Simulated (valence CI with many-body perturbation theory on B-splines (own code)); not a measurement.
**Energy levels of Au LIX**

Method: relativistic CI+MBPT: three valence electrons over a frozen Dirac-Fock core [Ar], a basis of 7 s, 7 p, 8 d, 6 f, 4 g, 1 h functions for each j, with the one-electron correlation potential Σ1, the two-electron term Σ2, the three-electron term Σ3, Breit, model QED; selected CI, second order for the rest, scaled by the run's own slope (own B-spline code, finite nucleus).

The last digits are not significant, and no measured levels were compared; by estimate large intervals hold to a few tenths of a per cent, small ones and those within an open d or f shell to about a per cent. Excitations out of the core, of the other parity, are not computed and may begin above about 253 eV (a cautious bound); beyond it only levels of the ground parity were kept, without lifetimes. Only levels of the ground parity were solved; by the run's estimate the other parity begins above the list, which can be wrong where configurations are misplaced.

Levels 1 to 19 of 19, with energies above the lowest level, (3d3/2^3) J=3/2. "Leading %" is the weight of the configuration and term that name the level; weights of strongly mixed levels are sums over their largest components and can fall short. In the jj column 3d3/2^4 stands for four electrons in 3d with j = 3/2. Lifetimes count E1, E2, E3, M1 and M2 decay at the calculated energies, and are blank where another channel may lead or the interval is too uncertain; long ones can be off by a factor of two.

```csv
No.,Configuration,Term,J,E (cm⁻¹),Leading %,Lifetime,g,Leading jj
1,3d³,⁴F,3/2,0,42,,0.732,3d3/2^3 (99 %)
2,3d³,⁴F,5/2,739580,80,110 ns,1.052,3d3/2^2 3d5/2 (99 %)
3,3d³,⁴P,3/2,793570,38,138 ns,1.156,3d3/2^2 3d5/2 (99 %)
4,3d³,²H,9/2,824000,48,,1.025,3d3/2^2 3d5/2 (100 %)
5,3d³,²G,7/2,828370,50,110 μs,1.029,3d3/2^2 3d5/2 (98 %)
6,3d³,⁴P,1/2,841050,56,373 ns,1.785,3d3/2^2 3d5/2 (100 %)
7,3d³,²D,5/2,1052400,48,1.37 μs,1.216,3d3/2^2 3d5/2 (98 %)
8,3d³,⁴F,7/2,1553600,69,63.5 ns,1.122,3d3/2 3d5/2^2 (99 %)
9,3d³,⁴F,9/2,1594700,49,107 ns,1.125,3d3/2 3d5/2^2 (99 %)
10,3d³,⁴P,3/2,1642100,40,55.5 ns,1.096,3d3/2 3d5/2^2 (100 %)
11,3d³,²P,1/2,1668100,56,84.2 ns,1.526,3d3/2 3d5/2^2 (100 %)
12,3d³,²H,11/2,1676100,100,279 ns,1.077,3d3/2 3d5/2^2 (100 %)
13,3d³,⁴P,5/2,1678100,41,102 ns,1.304,3d3/2 3d5/2^2 (98 %)
14,3d³,²F,7/2,1760000,77,215 ns,1.078,3d3/2 3d5/2^2 (99 %)
15,3d³,²F,5/2,1761200,45,165 ns,1.083,3d3/2 3d5/2^2 (99 %)
16,3d³,²D,3/2,1944100,82,120 ns,0.865,3d3/2 3d5/2^2 (98 %)
17,3d³,²G,9/2,2410200,48,,1.163,3d5/2^3 (99 %)
18,3d³,²P,3/2,2533300,43,,1.147,3d5/2^3 (98 %)
19,3d³,²D,5/2,2622100,58,,1.164,3d5/2^3 (98 %)
```

The ionisation energy to 3d² ³F2 of the next ion comes out as 5995 eV (NIST: 5994 ± 6 eV (theoretical)). All 19 levels together are meant to be complete up to 2043400 cm⁻¹.
